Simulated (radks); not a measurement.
Problem. All-electron atom: Co IX in [Ar] 4s1 (not the ground configuration). All-electron calculation, Dirac Kohn-Sham, LDA (Slater exchange, Perdew-Wang correlation), spin-unpolarised, spherical densities, finite nucleus; Fermi nuclear charge, rms radius 3.7875 fm. Program: a radial shooting solver on a logarithmic mesh with Libxc functionals. Some entries of the table are withheld. Estimate them.

orbital  occ.  eigenvalue (hartree)  <r> (bohr)
1s1/2       2             -285.7582     0.05630
2s1/2       2             -40.58288      0.2553
2p1/2       2             -36.24702      0.2227
2p3/2       4             -35.70414      0.2258
3s1/2       2             -10.30846      0.7100
3p1/2       2                   (1)         (2)
3p3/2       4                   (3)         (4)
3d3/2       0              -6.73818      0.6991
3d5/2       0              -6.72409      0.7008
4s1/2       1              -4.16195       1.562
4p1/2       0              -3.71715       1.634
4p3/2       0              -3.69432       1.643

Solution. 
(1) 3p1/2 eigenvalue (hartree): -8.96892
(2) 3p1/2 <r> (bohr): 0.7135
(3) 3p3/2 eigenvalue (hartree): -8.87899
(4) 3p3/2 <r> (bohr): 0.7198
